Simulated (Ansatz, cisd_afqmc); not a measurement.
System: C2HCl3, charge 0, singlet. C2HCl3 (1,1,2-trichloroethene, SMILES ClC(=CCl)Cl).
B3LYP-D3(BJ)/def2-TZVP minimum from Ansatz (a quantum-chemistry and plane-wave program):
```
C
C 1 1.3292
H 2 1.0787 1 120.82
Cl 1 1.7162 2 124.31 3 -180.00
Cl 2 1.7170 3 115.14 1 180.00
Cl 1 1.7297 2 120.07 3 0.00
```
Charge 0, spin multiplicity 1.

Atomisation energy term by term, kcal/mol (programs: Ansatz, cisd_afqmc). Radicals and triplets start from unrestricted determinants; spin-orbit coupling is neglected. Cores are frozen in correlated methods. Rows without X2C or -DK are non-relativistic. The Monte Carlo rows (phaseless AFQMC, CISD trial, step 0.005/hartree) carry one-sigma bars that omit the constraint's bias. Outlying blocks are dropped, and bars are widened where a walk drifts. Over all cases where full CI ran beside it in this data, AFQMC minus full CI had a median of +0.1 mEh and passed +0.4 mEh in a tenth of the cases. CBS(X,Y): correlation extrapolated as X^-3, Hartree-Fock from the larger set (Q,5: extrapolated as (X+1)exp(-9√X)). A bracket is a step between two methods taken in the basis named. '+ core + X2C': CCSD(T) terms for core correlation (cc-pwCVTZ, 1s frozen past Ne) and scalar relativity (cc-pVTZ-DK). Where a partner has so few electrons that a lower coupled-cluster level is exact, that level stands in. The restricted determinant of C2HCl3 (ClC=C(Cl)Cl, singlet) is unstable towards broken spin symmetry in at least one set run.

| term | basis | kcal/mol |
|---|---|---|
| Hartree-Fock | CBS(cc-pV(Q+d)Z,cc-pV(5+d)Z) | 329.59 |
| CCSD correlation | CBS(cc-pV(Q+d)Z,cc-pV(5+d)Z) | 149.16 |
| (T) | CBS(cc-pV(Q+d)Z,cc-pV(5+d)Z) | 17.59 |
| CCSDT(Q) - CCSD(T) | cc-pV(D+d)Z | 0.66 |
| core correlation | cc-pwCVTZ | 2.85 |
| scalar relativity | X2C, cc-pVTZ-DK | -0.90 |
| sum: De |  | 499.0 |

The step beyond CCSD(T) by other levels: AFQMC/CISD in cc-pV(T+d)Z 1.04 ± 0.33 kcal/mol.
